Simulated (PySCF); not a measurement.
Dipole response of Zr (zirconium, neutral)

[Kr] 4d2 5s2, high-spin 3F determinant. All numbers are calculated (PySCF 2.14, the spin-free X2C one-electron Hamiltonian (Gaussian nucleus), in ANO-RCC-VTZP). Coupled (time-dependent) response in atomic units; α is the mean over directions. The basis has no added diffuse functions, which lowers α and C₆.

```csv
method,mean α (bohr³),C₆ (like pair),S(−4)
UHF,146.8,1999,62930
PBE,110.7,1496,5343
PBE0,116.8,1612,6064
```

S(−4) is the Cauchy moment in α(ω) = α(0) + S(−4) ω² + …

Reference α: 112 ± 13 bohr³ (recommended; Schwerdtfeger and Nagle, table of static dipole polarizabilities (2023 update)). Published C₆: 1360 (Gould and Bucko (2016)).

Spin-orbit coupling is absent.

Hartree-Fock lies above the reference because it lacks correlation, which contracts the outer shell.

α(iu) at PBE:

| u (hartree) | α(iu) (bohr³) |
| --- | --- |
| 0 | 110.7 |
| 0.0500 | 99.17 |
| 0.100 | 76.82 |
| 0.200 | 43.05 |
| 0.300 | 26.96 |
| 0.500 | 14.39 |
| 0.750 | 8.709 |
| 1.00 | 6.021 |
| 1.50 | 3.437 |
| 2.00 | 2.223 |
| 3.00 | 1.144 |
| 5.00 | 0.4672 |
